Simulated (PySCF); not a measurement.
# Nuclear quadrupole coupling in 2,4-dimethylpentan-3-amine

Species: 2,4-dimethylpentan-3-amine, C7H17N.
Geometry (GFN2-xTB, Å), atoms numbered from 1 in this order:
```xyz
25
C7H17N angstrom
C      1.5738   -0.2267   -1.3335
C      1.1195    0.5936   -0.1274
C      2.3173    0.8832    0.7800
C     -0.0188   -0.0890    0.6773
N      0.3497   -1.3719    1.2576
C     -1.3190   -0.2922   -0.1265
C     -1.8202    0.9921   -0.7830
C     -2.4000   -0.8444    0.8026
H      2.3681    0.2971   -1.8615
H      0.7555   -0.3910   -2.0294
H      1.9637   -1.1946   -1.0222
H      0.7387    1.5549   -0.4826
H      2.8044   -0.0387    1.0938
H      3.0538    1.4840    0.2507
H      2.0052    1.4290    1.6683
H     -0.2535    0.5714    1.5232
H      1.1490   -1.2686    1.8711
H      0.5949   -2.0292    0.5252
H     -1.1296   -1.0377   -0.9062
H     -2.8078    0.8240   -1.2077
H     -1.8987    1.7886   -0.0459
H     -1.1630    1.3216   -1.5834
H     -2.6729   -0.0972    1.5444
H     -2.0314   -1.7247    1.3203
H     -3.2895   -1.1095    0.2357
```

Field gradients from the PBE0/pcSseg-1 density (PySCF, non-relativistic), principal values in atomic units, ordered |Vxx| ≤ |Vyy| ≤ |Vzz|:

```tsv
atom	Vxx	Vyy	Vzz
N5	0.5104	0.6051	-1.1155
```

Task: Find the asymmetry η = (Vxx − Vyy)/Vzz and the couplings χ = eQV/h (234.96 MHz × Q in barn × V in au), with Q(14N) = 0.02044 b.

Result: 
| atom | environment | nucleus | η | χzz (MHz) | χxx (MHz) | χyy (MHz) |
| --- | --- | --- | --- | --- | --- | --- |
| N5 | primary amine nitrogen | 14N | 0.08 | -5.36 | 2.45 | 2.91 |

The tensor is traceless: Vxx + Vyy + Vzz = 0.

Task: What is Vzz at N5 in SI units (1 au = 9.71736 × 10²¹ V/m²)?

Result: -1.1155 au = -10.839 × 10²¹ V/m².

Were the hydrogens deuterons (Q(2H) = 0.00286 b), χzz would run from 193 kHz (H16) to 271 kHz (H17).

Isolated species at its GFN2-xTB geometry (one conformer only). GFN2-xTB bond lengths can be off by several hundredths of an ångström, more for odd bonds, and the gradients follow them. With a basis this small, the couplings can be 20 % off.
